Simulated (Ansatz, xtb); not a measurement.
## Relaxing a trial structure of CH7ISi2

The starting geometry of this gas-phase singlet has its atoms placed at random.

```yaml
atoms:
  - { symbol: C, position_ang: [0.4581, -1.3631, -0.1494] }
  - { symbol: I, position_ang: [0.9143, 0.3163, -1.7230] }
  - { symbol: Si, position_ang: [-1.3989, -0.3167, -1.7032] }
  - { symbol: Si, position_ang: [0.3118, 1.9701, 1.1982] }
  - { symbol: H, position_ang: [1.0687, -0.0602, 0.4160] }
  - { symbol: H, position_ang: [1.8037, -0.5606, -0.7615] }
  - { symbol: H, position_ang: [-1.9526, 0.4389, -0.5585] }
  - { symbol: H, position_ang: [-1.5167, -1.4557, -0.9329] }
  - { symbol: H, position_ang: [-0.3237, 0.7934, -0.8872] }
  - { symbol: H, position_ang: [-0.6517, 0.2453, 0.1683] }
  - { symbol: H, position_ang: [-0.6819, -0.8063, 0.2417] }
```

Problem. Guess where an optimisation with r2SCAN-D4/def2-SVP ends from this start.

Solution. It ends as `C[SiH2][SiH2]I`. Distances that change by over a tenth: C1–H11 (1.33 → 1.10 Å), I2–H5 (2.18 → 5.21 Å). Contacts that open: C1–I2 (2.35 → 4.23 Å), I2–H6 (1.58 → 4.54 Å), I2–H9 (1.57 → 4.16 Å), Si3–H9 (1.75 → 3.14 Å). Contacts that close: C1–Si4 (3.60 → 1.88 Å), C1–H5 (1.55 → 1.10 Å), C1–H6 (1.68 → 1.10 Å), Si3–Si4 (4.07 → 2.35 Å), Si4–H9 (2.48 → 1.50 Å), Si4–H10 (2.23 → 1.50 Å).

The energy falls by 23.34 eV over 63 steps:

| step | E − E(last) (eV) |
| --- | --- |
| 1 | 23.343 |
| 8 | 9.837 |
| 15 | 5.886 |
| 22 | 5.668 |
| 29 | 4.031 |
| 35 | 3.932 |
| 42 | 2.437 |
| 49 | 0.100 |
| 56 | 0.011 |
| 63 | 0.000 |

Final geometry (Å):

```json
{"atom": "C", "x (Å)": "1.3485", "y (Å)": "-0.2179", "z (Å)": "0.3521"}
{"atom": "I", "x (Å)": "-0.3659", "y (Å)": "-0.6875", "z (Å)": "-3.4812"}
{"atom": "Si", "x (Å)": "-1.6560", "y (Å)": "-0.4881", "z (Å)": "-1.3763"}
{"atom": "Si", "x (Å)": "-0.3037", "y (Å)": "0.6606", "z (Å)": "0.1596"}
{"atom": "H", "x (Å)": "1.9990", "y (Å)": "0.3288", "z (Å)": "1.0531"}
{"atom": "H", "x (Å)": "1.2099", "y (Å)": "-1.2396", "z (Å)": "0.7388"}
{"atom": "H", "x (Å)": "-2.9310", "y (Å)": "0.2189", "z (Å)": "-1.6994"}
{"atom": "H", "x (Å)": "-1.9821", "y (Å)": "-1.8774", "z (Å)": "-0.9322"}
{"atom": "H", "x (Å)": "-0.1224", "y (Å)": "2.0528", "z (Å)": "-0.3561"}
{"atom": "H", "x (Å)": "-1.0312", "y (Å)": "0.7360", "z (Å)": "1.4676"}
{"atom": "H", "x (Å)": "1.8658", "y (Å)": "-0.2851", "z (Å)": "-0.6176"}
```

From the same start GFN2-xTB ends elsewhere, differing in C1–I2 (2.17 against 4.23 Å here), C1–Si3 (1.95 against 3.48 Å here), C1–Si4 (3.42 against 1.88 Å here), C1–H6 (3.05 against 1.10 Å here), I2–Si4 (2.66 against 3.88 Å here), I2–H6 (2.01 against 4.54 Å here).

From so rough a start the end depends on the optimiser's path, so another program may land elsewhere. No frequencies were run, so the end isn't proven a minimum. Atoms past krypton carry core potentials, without spin–orbit terms. Run with Ansatz 0.2.0, 3.5 min on 2 threads of Arm Neoverse V1 (shared host).
